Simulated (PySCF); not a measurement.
C₂H₉Ge₂NS.
Atom-mapped SMILES: `[CH2:1]=[CH:2][Ge@H:3]([NH2:4])[S:5][GeH3:6]` (hydrogens: H7, H8 on C1; H9 on C2; H10 on Ge3; H11, H12 on N4; H13, H14, H15 on Ge6)

Geometry (PBE0-D3(BJ)/def2-SVP, Å), atoms numbered from 1 in this order:
```xyz
15
C2H9Ge2NS angstrom
C     -1.595   -1.637   -0.072
C     -1.555   -0.667    0.845
Ge    -0.452    0.912    0.646
N     -1.540    2.364    0.457
S      0.849    0.630   -1.172
Ge     2.268   -0.889   -0.368
H     -2.230   -2.522    0.044
H     -0.990   -1.576   -0.985
H     -2.175   -0.747    1.747
H      0.457    1.174    1.860
H     -1.054    3.251    0.350
H     -2.234    2.278   -0.281
H      1.784   -2.310   -0.711
H      3.633   -0.630   -1.026
H      2.369   -0.731    1.161
```

Level of theory: PBE0-D3(BJ)/def2-SVP geometry optimisation, gas phase in PySCF.

Masses are those of the commonest isotopes; rigid-rotor values at the optimised geometry. The values belong to one conformer with, in the numbering `[CH2:1]=[CH:2][Ge@H:3]([NH2:4])[S:5][GeH3:6]`, C1–C2–Ge3–N4 113°, C2–Ge3–N4–H 180° and -53°, C2–Ge3–S5–Ge6 -73°.

Give the principal moments of inertia and the rotational constants in MHz.

Ia = 235.71, Ib = 715.22, Ic = 830.16 u·Å²; 505379 MHz·u·Å²/I gives A = 2144, B = 706.6, C = 608.8 MHz.

What kind of rotor is it?

An asymmetric top: κ = (2 × 706.6 − 2144 − 608.8)/(2144 − 608.8) = -0.87.

Is it planar, by Δ = Ic − Ia − Ib?

Not planar: Δ = Ic − Ia − Ib = -120.77 u·Å². For a rigid frame Δ = −2 Σ m c², so Σ m c² = 60.39 u·Å² lies off the ab plane: 10.79 from hydrogen and 49.60 from heavier atoms. The atom farthest from that plane is 1.78 Å away.

Give the other two planar moments, Paa and Pbb, and the rms extents of the mass along the axes.

Paa = Σ m a² = (Ib + Ic − Ia)/2 = 654.83 and Pbb = Σ m b² = (Ia + Ic − Ib)/2 = 175.33 u·Å². With the mass M = 226.89 u, the rms extents √(P/M) along a, b and c are 1.70, 0.88, 0.52 Å.

Predict some low-J microwave lines.

The dipole components are |μa| = 0.45 D, |μb| = 0.62 D, |μc| = 0.21 D. The squared components, which scale the intensities, stand as 0.52 : 1.00 : 0.12 (a : b : c). Some lines, for components of 0.1 D or more:

```csv
type,branch,"J(Ka,Kc)",MHz,lower level (cm⁻¹)
a,Q,"3(1,2) ← 3(1,3)",587,0.303
c,Q,"3(1,3) ← 3(0,3)",1214,0.262
c,Q,"2(1,2) ← 2(0,2)",1344,0.131
c,Q,"1(1,1) ← 1(0,1)",1437,0.044
b,Q,"2(1,1) ← 2(0,2)",1638,0.131
a,R,"3(1,3) ← 2(1,2)",3796,0.176
a,R,"3(0,3) ← 2(0,2)",3927,0.131
a,R,"3(2,2) ← 2(2,1)",3946,0.330
b,R,"2(1,2) ← 1(0,1)",3970,0.044
a,R,"3(1,2) ← 2(1,1)",4090,0.186
b,Q,"3(2,1) ← 3(1,2)",4193,0.323
c,R,"2(1,1) ← 1(0,1)",4264,0.044
b,Q,"2(2,1) ← 2(1,2)",4606,0.176
b,Q,"3(2,2) ← 3(1,3)",4755,0.303
b,R,"3(1,3) ← 2(0,2)",5141,0.131
b,R,"2(2,1) ← 1(1,0)",7041,0.095
c,R,"2(2,0) ← 1(1,0)",7046,0.095
b,R,"2(2,0) ← 1(1,1)",7144,0.092
b,Q,"3(3,1) ← 3(2,2)",7435,0.462
c,R,"3(2,1) ← 2(1,1)",8282,0.186
c,R,"3(2,2) ← 2(1,2)",8552,0.176
b,R,"3(3,1) ← 2(2,0)",11376,0.330
c,R,"3(3,1) ← 2(2,1)",11381,0.330
```

Estimate the classical rotational partition function at 10 K, 50 K and 298.15 K.

Point group C1, symmetry number σ = 1; q = (√π/σ)·√((kT/h)³/(ABC)), k/h = 20836.6 MHz/K: 5550 at 10 K, 62100 at 50 K, 904000 at 298.15 K.

No PBE0-D3(BJ)/def2-SVP frequencies stand behind this structure, so it isn't proved a minimum. Zero-point vibration and centrifugal distortion are left out. A rigid rotor knows nothing of inversion at nitrogen or internal rotation, which can split or shift real lines. Quadrupole hyperfine structure (14N) is left out.

On an Arm Neoverse V1 with one thread, on a shared host, this took 2.7 min wall. That covers the optimisation of the geometry.
